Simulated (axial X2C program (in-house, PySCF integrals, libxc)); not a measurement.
Values are calculated unless marked as measured or tabulated.
**GeO: input and output**

Program: an axial X2C code built on PySCF integrals.

The run was started with this input:
```json
{"zs": [32, 8], "q": 0, "bas": ["dyall-cv3z", "dyall-av3z"], "levels": ["PBE0", "HF", "PBE"], "cc": true, "r0": 1.68, "thr": -1.0, "nmax": 90, "npts": 10, "nst": 2, "ntry": 6}
```
```bash
python so2c.py task.json out
```

Keys: zs atomic numbers; q charge; bas basis sets; levels methods; cc coupled cluster on or off; r0 starting distance in Å; thr threshold in hartree for freezing inner shells (an s shell follows its p shell); nmax most natural virtual spinors; npts points on the curve; nst determinants followed; ntry starts of the search. HF also brings MP2.

Output of the HF step, 2c, at R = 1.618 Å for the state Ω = 0. It starts from PBE0 orbitals of this distance.

```
two-component X2C + atomic mean field  HF
basis functions 162  fitting functions 898  grid points 5073
iter        total energy     max residual
   1      -2171.398161947     2.22e-01
   2      -2171.426509206     8.57e-03
   3      -2171.427381970     8.07e-03
   4      -2171.428022300     1.89e-03
   5      -2171.428098635     8.68e-04
   6      -2171.428111752     4.22e-04
   7      -2171.428116147     1.07e-04
   8      -2171.428116732     2.98e-05
   9      -2171.428116764     9.52e-06
  10      -2171.428116766     1.42e-06
  11      -2171.428116766     8.41e-07
converged
one-electron -3192.03575735  Coulomb 1024.42517651  exact exchange -86.81827125  xc functional 0.00000000  nuclear repulsion 83.72643139  atomic mean-field constant -0.72569606
correlated 10  virtual 234  natural virtual 90  E(MP2) -0.358096629  MP2 remainder -0.010479189
iter   CCSD correlation   residual
   1     -0.320139213   2.24e-01
   2     -0.336043436   1.36e-01
   3     -0.340683972   3.21e-02
   4     -0.340941193   1.29e-02
   5     -0.341103883   4.43e-03
   6     -0.341106476   1.32e-03
   7     -0.341094744   4.71e-04
   8     -0.341102023   1.64e-04
   9     -0.341102637   5.36e-05
  10     -0.341101665   2.49e-05
  11     -0.341102119   1.40e-05
  12     -0.341101923   7.09e-06
  13     -0.341101981   2.90e-06
  14     -0.341101947   1.29e-06
  15     -0.341101945   4.27e-07
(T) -0.019570830  T1 0.0417  D1 0.0631  max T2 0.061
```
Energies are in hartree; totals compare only within one Hamiltonian and basis. T1 is large, a sign of multireference character or of a spin-contaminated reference. T1 in the output is the amplitude norm over the root of the electron number; divide by √2 for the Lee–Taylor value.
